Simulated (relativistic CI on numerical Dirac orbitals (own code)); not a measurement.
d2 in a ligand field

Computed with a parametric ligand-field model of a d^n configuration (Racah B and C, spin-orbit zeta, crystal field), exact diagonalisation.

Field parameters in Wybourne normalisation: D4h B²₀ = −7Ds, B⁴₀ = 21(Dq − Dt), B⁴₄ = 21√(5/14) Dq; Oh B⁴₀ = 21Dq, B⁴₄ = √(5/14) B⁴₀. The field is a parameter set, without covalency.

Problem. Ground term and bands for B = 620, C = 2940, ζ = 0 cm⁻¹, D4h, 10Dq = 19200, Ds = -1500, Dt = -320 cm⁻¹?

Solution. Ground term 3E with 0.02 electrons in the two orbitals of the cubic e set. Spin-allowed: 3A2 2652 cm⁻¹, 3E 18852 cm⁻¹ (530 nm), 3B2 22495 cm⁻¹ (445 nm), 3A2 23038 cm⁻¹ (434 nm). Lowest spin-forbidden: 1A1 8507 cm⁻¹ (1175 nm), 1E 9828 cm⁻¹ (1017 nm), 1B2 12732 cm⁻¹ (785 nm).

Problem. Ground term and bands for B = 380, C = 1470, ζ = 0 cm⁻¹, Oh, 10Dq = 31850 cm⁻¹?

Solution. Ground term 3T1 with 0.00 electrons in the two orbitals of the cubic e set. Spin-allowed: 3T2 30857 cm⁻¹ (324 nm), 3T1 35564 cm⁻¹ (281 nm), 3A2 62707 cm⁻¹ (159 nm). Lowest spin-forbidden: 1T2 5312 cm⁻¹ (1883 nm), 1E 5339 cm⁻¹ (1873 nm), 1A1 12715 cm⁻¹ (786 nm).

Problem. Ground term and bands for B = 410, C = 1480, ζ = 0 cm⁻¹, Oh, 10Dq = 31850 cm⁻¹?

Solution. Ground term 3T1 with 0.00 electrons in the two orbitals of the cubic e set. Spin-allowed: 3T2 30789 cm⁻¹ (325 nm), 3T1 35879 cm⁻¹ (279 nm), 3A2 62639 cm⁻¹ (160 nm). Lowest spin-forbidden: 1T2 5525 cm⁻¹ (1810 nm), 1E 5558 cm⁻¹ (1799 nm), 1A1 13207 cm⁻¹ (757 nm).

Problem. Ground term and bands for B = 750, C = 2710, ζ = 0 cm⁻¹, D4h, 10Dq = 8650, Ds = -20, Dt = -150 cm⁻¹?

Solution. Ground term 3A2 with 0.06 electrons in the two orbitals of the cubic e set. Spin-allowed: 3E 642 cm⁻¹, 3E 8418 cm⁻¹ (1188 nm), 3B2 9741 cm⁻¹ (1027 nm), 3B1 18391 cm⁻¹ (544 nm). Lowest spin-forbidden: 1B2 10422 cm⁻¹ (960 nm), 1B1 10697 cm⁻¹ (935 nm), 1E 10979 cm⁻¹ (911 nm).

Problem. Ground term and bands for B = 820, C = 3060, ζ = 0 cm⁻¹, D4h, 10Dq = 30900, Ds = 1980, Dt = 30 cm⁻¹?

Solution. Ground term 3A2 with 0.01 electrons in the two orbitals of the cubic e set. Spin-allowed: 3E 5527 cm⁻¹ (1809 nm), 3E 31214 cm⁻¹ (320 nm), 3B2 32431 cm⁻¹ (308 nm), 3E 40722 cm⁻¹ (246 nm). Lowest spin-forbidden: 1B2 11282 cm⁻¹ (886 nm), 1B1 11396 cm⁻¹ (878 nm), 1A1 16892 cm⁻¹ (592 nm).
